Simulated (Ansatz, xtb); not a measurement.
Isomers of C3H10BNO2 in order of energy

9 gas-phase structures of C3H10BNO2, from a drawn sample of its isomers (lower ones may exist). Each was relaxed with GFN2-xTB; where two conformers were screened, the lower at r2SCAN-D4/def2-SVP//GFN2-xTB is listed:

A. `C[C@H](N)CB(O)O`, a singlet
B. `CN[C@H](C)B(O)O`, a singlet
C. `CNB(OC)OC`, a singlet
D. `CN(C)CB(O)O`, a singlet
E. `C[C@H](CN)B(O)O`, a singlet
F. `CCN(C)B(O)O`, a singlet
G. `CCNCB(O)O`, a singlet
H. `CCOB(N)OC`, a singlet
I. `CCCNB(O)O`, a singlet

Question: Estimate their order in r2SCAN-D4/def2-SVP//GFN2-xTB energy at these geometries, lowest first.

Answer: Calculated order at r2SCAN-D4/def2-SVP//GFN2-xTB: I (0.0), F (24.2), A (53.8), H (58.0), E (69.1), C (101.6), G (105.6), B (109.7), D (127.1) kJ/mol. Less than 1 kcal/mol parts C and G; G and B, so the order within those pairs means little.

Energies above the lowest of each column, in kJ/mol; the last columns are at r2SCAN-D4/def2-SVP geometries and were run for some of them only (a dash: not run or not comparable):

| structure | GFN2-xTB | HF/STO-3G | r2SCAN-D4/def2-SVP//GFN2-xTB | r2SCAN-D4/def2-SVP | CCSD(T)/def2-SVP + ΔMP2/def2-TZVPP |
| --- | --- | --- | --- | --- | --- |
| I | 1.1 | 5.1 | 0.0 | 0.0 | 0.0 |
| F | 0.0 | 17.0 | 24.2 | 24.5 | 27.2 |
| A | 88.6 | 83.1 | 53.8 | 51.7 | 56.2 |
| H | 48.3 | 0.0 | 58.0 | 59.0 | – |
| E | 106.2 | 97.0 | 69.1 | 66.4 | – |
| C | 62.8 | 16.5 | 101.6 | – | – |
| G | 105.6 | 112.1 | 105.6 | – | – |
| B | 108.5 | 118.2 | 109.7 | – | – |
| D | 93.8 | 123.1 | 127.1 | – | – |

CCSD(T)/def2-SVP + ΔMP2/def2-TZVPP puts I lowest of those it was run on; HF/STO-3G picks H. Flexible structures stand in one conformer each, not always the lowest. Frequencies (GFN2-xTB) were run for A, F, I alone. ΔMP2 is the change of the MP2 energy from the smaller to the larger basis.

Over these structures GFN2-xTB departs from r2SCAN-D4/def2-SVP//GFN2-xTB by 20.2 kJ/mol on average once a common shift is removed. A GFN2-xTB relaxation took about 0.23 s and the r2SCAN-D4/def2-SVP//GFN2-xTB energy about 2 s on a shared host (Ansatz 0.2.0, xtb 6.7.1).
